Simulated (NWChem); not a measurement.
System: CH9NSi2; SMILES C[SiH2]N[SiH3]

Computed with NWChem. Pople sets run with spherical d functions. Each level has its own optimisation. Brackets give each atom's bonded neighbours. One conformer.

| level | r C–Si (Å) | r C–H (Å) | r N–Si [N(HSiSi)–Si(CHHN)] (Å) | r N–Si [N(HSiSi)–Si(HHHN)] (Å) | dipole (D) |
|---|---|---|---|---|---|
| Hartree-Fock/3-21G | 1.910 | 1.086 | 1.759 | 1.755 | 1.03 |
| Hartree-Fock/6-31G* | 1.884 | 1.087 | 1.738 | 1.732 | 1.17 |
| PBE0/def2-SVP | 1.876 | 1.101 | 1.746 | 1.739 | 1.31 |
